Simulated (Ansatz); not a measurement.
A CCSD(T) single point on C$_{6}$H$_{15}$ClO$_{3}$Zr, SMILES `CC[O][Zr]([Cl])([O]CC)[O]CC`.

```yaml
crystal:
  periodic: [false, false, false]
  atoms:
    - {symbol: C, position_ang: [-1.720549, 0.217971, 3.435336]}
    - {symbol: C, position_ang: [-2.128411, -0.855547, 2.450689]}
    - {symbol: O, position_ang: [-1.140863, -1.072994, 1.490671]}
    - {symbol: Zr, position_ang: [0.331650, -1.036009, 0.272812]}
    - {symbol: Cl, position_ang: [1.521745, -3.110088, 0.374784]}
    - {symbol: O, position_ang: [1.505505, 0.394031, 0.744779]}
    - {symbol: C, position_ang: [2.251278, 1.565410, 0.870958]}
    - {symbol: C, position_ang: [2.264209, 2.357850, -0.417513]}
    - {symbol: O, position_ang: [-0.306893, -0.756496, -1.503150]}
    - {symbol: C, position_ang: [-0.797861, -0.530343, -2.788971]}
    - {symbol: C, position_ang: [-0.387779, -1.638462, -3.732733]}
    - {symbol: H, position_ang: [-0.802506, -0.065722, 3.954721]}
    - {symbol: H, position_ang: [-1.545710, 1.166230, 2.921519]}
    - {symbol: H, position_ang: [-2.504933, 0.370558, 4.180955]}
    - {symbol: H, position_ang: [-2.318415, -1.798967, 2.976613]}
    - {symbol: H, position_ang: [-3.060684, -0.573136, 1.945860]}
    - {symbol: H, position_ang: [3.274384, 1.298978, 1.162248]}
    - {symbol: H, position_ang: [1.830034, 2.169499, 1.684279]}
    - {symbol: H, position_ang: [1.249283, 2.641366, -0.706096]}
    - {symbol: H, position_ang: [2.699534, 1.767615, -1.226993]}
    - {symbol: H, position_ang: [2.855493, 3.269410, -0.299817]}
    - {symbol: H, position_ang: [-1.891467, -0.454544, -2.745470]}
    - {symbol: H, position_ang: [-0.418785, 0.434229, -3.149406]}
    - {symbol: H, position_ang: [-0.773477, -2.599823, -3.387282]}
    - {symbol: H, position_ang: [-0.779107, -1.448233, -4.735328]}
    - {symbol: H, position_ang: [0.700227, -1.708885, -3.793470]}
basis:
  gaussian: {orbitals: def2-TZVPP}
correlation: {method: ccsd_t}
output: {orbitals: {seedname: orbitals}}
```

```sh
$ ansatz run in.yaml --threads 11 --pin off --events-out ev --progress --plain --max-ram 120832MiB --backend cuda --devices 0, --max-vram 75GiB
```

Log, shortened:

```
Functional definition: HF
3520 factors; integrals over basis functions are off by at most 1.1e-3 eV
mean field evaluation 1: about -26303.4869 eV, gradient 7.2e1 eV
mean field evaluation 2: about -26304.0109 eV, gradient 7.2e1 eV
mean field evaluation 4: about -26314.6587 eV, gradient 8.0e0 eV
mean field evaluation 8: about -26314.8520 eV, gradient 6.1e-1 eV
mean field -26314.85294170 eV, -967.0530087595 hartree, gradient 2.1e-6 eV, S^2 0.000000; 0 other end points of the search recorded, 0 dependent functions left out
14 core orbitals not correlated: weight in the atoms' cores, before any rotation towards them, 1.000 or more for the frozen orbitals, at most 0.000 for the correlated occupied ones
reference -26314.85294170 eV, -967.0530087595 hartree; 38, 38 occupied and 535, 535 virtual orbitals, 3520 factors
second order -62.47598386 eV of doubles, -0.00000000 eV of singles
cycle   1  -62.62157675 eV  change   -1.5e-1 eV  update   2.1e-1
cycle   2  -64.06970665 eV  change    -1.4e0 eV  update   8.2e-2
cycle   3  -64.56573688 eV  change   -5.0e-1 eV  update   4.0e-2
cycle   4  -64.55762068 eV  change    8.1e-3 eV  update   1.1e-2
cycle   5  -64.54161054 eV  change    1.6e-2 eV  update   4.9e-3
cycle   6  -64.54401900 eV  change   -2.4e-3 eV  update   1.6e-3
cycle   7  -64.54354673 eV  change    4.7e-4 eV  update   5.6e-4
cycle   8  -64.54313331 eV  change    4.1e-4 eV  update   1.6e-4
cycle   9  -64.54320902 eV  change   -7.6e-5 eV  update   6.9e-5
perturbative correction -2.68792426 eV, -0.0987793945 hartree
Total energy: -26382.08407498 eV, -969.5237073366 hartree
```

Hardware: 11 threads of an AMD EPYC 7R13 on a shared host and a whole NVIDIA H100 80 GB. Wall time 80 s, peak host memory 1.6 GiB.

Correlation energy per correlated electron: -0.885 eV. T1 diagnostic: 0.0148.
